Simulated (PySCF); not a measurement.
FH6NOSi2, SMILES N[Si@@H](O)[SiH2]F.

Geometry: PBE-D3(BJ)/def2-SVP. The structure was generated by enumeration; whether it is a known compound was not checked. One conformer was computed; it need not be the lowest.

Two levels are set side by side: PBE/def2-TZVP (PySCF) and r2SCAN/def2-TZVP (PySCF). Same geometry, gas phase. Differences are taken from unrounded values.

```
quantity                     r2SCAN
---------------------------  ------
orbital gap (eV)               5.36
highest occupied level (eV)   -6.70
lowest empty level (eV)       -1.33
dipole moment (D)              1.96
mean polarisability (bohr³)    64.5
```

### Question
What does PBE give, and how far is it from r2SCAN? (Estimate from the structure and the level; the computed values follow.)

### Answer

| quantity | PBE | PBE minus r2SCAN |
|---|---|---|
| orbital gap (eV) | 4.76 | -0.61 |
| highest occupied level (eV) | -6.40 | 0.30 |
| lowest empty level (eV) | -1.64 | -0.31 |
| dipole moment (D) | 1.94 | -0.02 |
| mean polarisability (bohr³) | 67.0 | 2.5 |

Rough cost on one machine, each run with all the roots and properties that it gave: r2SCAN against PBE about 4 times.
